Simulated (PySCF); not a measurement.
# One molecule, several mistakes: AlGeH5OSi

These are calculations, not measurements. The program is PySCF 2.14.0, an open-source quantum chemistry code, run on an isolated molecule that a program drew, which may never have been made. The molecule is AlGeH5OSi (charge 0, singlet), drawn as the SMILES string `[AlH2][O][Si][GeH3]`.

Each row is a Hartree-Fock (HF) and frozen-core CCSD(T) single point in the cc-pV(D+d)Z basis, meant for a local HF minimum. Run 1 is clean. Each other run has one planted mistake out of seven kinds, and not every kind appears here: one electron removed, one electron added, multiplicity raised by two, geometry at a saddle point, minimal basis STO-3G, one bond length entered in bohr, all coordinates scaled. The reference is restricted for singlets and unrestricted otherwise, and also for a bond in bohr. Adding or removing an electron swaps singlet and doublet. Electrons count all cores. HOMO and LUMO are orbital energies over both spins, the gradient is its largest component, and the lowest frequency (negative if imaginary) is given only where the gradient is small. Bond lengths are over the 8 bonds as drawn. T1 is the CCSD diagnostic: over 0.02 (restricted) or 0.045 (unrestricted) a single reference is doubtful. Germanium has the cc-pVDZ-PP basis, with a core potential (ECP10MDF) in place of its 10 inner electrons, and its 3s, 3p and 3d shells are frozen in CCSD(T).

Geometry of the clean run:
```xyz
9
AlGeH5OSi, angstrom
Al   -0.2100    1.5329    0.6986
O     0.8883    0.2808    1.0309
Si    2.0177   -0.8859    1.2514
Ge    0.9474   -1.9636    3.2351
H     0.0284    2.9209    1.3936
H    -1.3907    1.2289   -0.2913
H    -0.4760   -2.4426    2.8781
H     0.7863   -0.9374    4.3769
H     1.7005   -3.1738    3.8163
```

```
run,electrons,basis functions,<S^2>,HOMO (eV),LUMO (eV),gradient (hartree/bohr),lowest frequency (cm^-1),mean bond (Å),longest bond (Å),T1,HF (hartree),CCSD(T) (hartree),mistake
1,72,108,0.000,-7.90,0.95,1.4e-06,25,1.7004,2.498,0.0175,-902.04893,-902.54252,no fault
2,72,108,0.000,-7.66,1.25,1.0e-01,-,1.5678,2.304,0.0153,-901.98918,-902.47378,all coordinates scaled
3,71,108,0.782,-15.36,-5.97,5.5e-02,-,1.7004,2.498,0.0227,-901.79528,-902.26394,one electron removed
4,72,108,2.017,-7.15,0.23,1.9e-02,-,1.7004,2.498,0.0214,-902.01734,-902.48997,?
```

**Which mistake was planted in run 4, and what did it cost?**

Electrons, basis and geometry are unchanged, and <S^2> is 2.017, beside S(S+1) = 2.00 for a multiplicity of 3. So the mistake is: multiplicity raised by two. Subtracting run 1 and multiplying by 627.51 kcal/mol a hartree, the energy moved by 19.8 kcal/mol in HF and 33.0 kcal/mol in CCSD(T).

